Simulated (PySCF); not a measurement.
PySCF 2.14 output of an unrestricted wB97X-V calculation on a single atom or ion in x2c-QZVPPall with one added diffuse shell each of s, p, d, f type (10s7p5d3f1g, 86 functions), with scalar relativity by spin-free X2C-1e:

```
SCF conv_tol = 1e-09
number electrons alpha = 6  beta = 5
    N. Mardirossian and M. Head-Gordon.,  Phys. Chem. Chem. Phys. 16, 9904-9924 (2014)
cycle= 1 E= -241.627729920572  delta_E= -0.00412  |g|= 0.0138  |ddm|= 0.11
cycle= 2 E= -241.627800524247  delta_E= -7.06e-05  |g|= 0.00433  |ddm|= 0.0156
cycle= 3 E= -241.627806546953  delta_E= -6.02e-06  |g|= 0.00121  |ddm|= 0.00398
cycle= 4 E= -241.627807486334  delta_E= -9.39e-07  |g|= 0.000171  |ddm|= 0.00213
cycle= 5 E= -241.627807528854  delta_E= -4.25e-08  |g|= 1.1e-05  |ddm|= 0.00057
cycle= 6 E= -241.627807529035  delta_E= -1.82e-10  |g|= 1.11e-06  |ddm|= 3.63e-05
converged SCF energy = -241.627807529035  <S^2> = 0.75001053  2S+1 = 2.0000105
```

The run itself started from symmetry-adapted Hartree-Fock orbitals and held the occupation by maximum overlap, on a logarithmic radial grid, so the iterations belong to that start.

Problem. Which element, charge and spin multiplicity is this?

Solution. Al²⁺ (aluminium, charge +2), multiplicity 2; the state was [Ne] 3p1, 2P determinant (an excited configuration).
